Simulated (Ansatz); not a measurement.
H₇NO₃Si₂ (`O[SiH2]N[SiH](O)O`), relaxed with RKS PBE0-D4/def2-TZVP in Ansatz 0.2.0 from a GFN2-xTB geometry. The force threshold is 0.005 eV/Å; the program also tests the step.

The species carries charge 0 and has multiplicity 1.

Start:

```xyz
13

O    -0.026    2.152   -0.362
Si    0.242    1.426    1.073
N     0.504   -0.258    0.795
Si   -0.401   -1.248   -0.296
O    -0.732   -0.413   -1.652
O     0.551   -2.500   -0.688
H     0.619    2.051   -1.058
H     1.451    1.915    1.732
H    -1.009    1.747    1.751
H     0.998   -0.761    1.510
H    -1.642   -1.737    0.302
H    -1.042    0.483   -1.539
H     0.487   -2.858   -1.568
```

Question: How much energy does the relaxation release, and in how many steps? (Estimate.)

Answer: Ansatz gave: 4.82 kcal/mol, in 17 steps, 2 of them rejected.

Question: Which bonds change most? (Estimate.)

Answer: Ansatz gave: O1–Si2 from 1.630 to 1.659 Å; Si2–H8 from 1.461 to 1.486 Å; Si4–O6 from 1.621 to 1.642 Å; Si2–H9 from 1.459 to 1.477 Å.

Question: Give the relaxed structure. (Best estimate.)

Answer: Computed: 
```xyz
13

O     0.286    2.136   -0.523
Si    0.170    1.417    0.968
N     0.373   -0.285    0.863
Si   -0.476   -1.292   -0.239
O    -1.364   -0.321   -1.208
O     0.683   -2.177   -0.994
H     1.156    2.150   -0.926
H     1.216    1.925    1.894
H    -1.188    1.796    1.409
H     1.169   -0.685    1.336
H    -1.454   -2.218    0.372
H    -0.963    0.510   -1.483
H     0.393   -2.955   -1.471
```
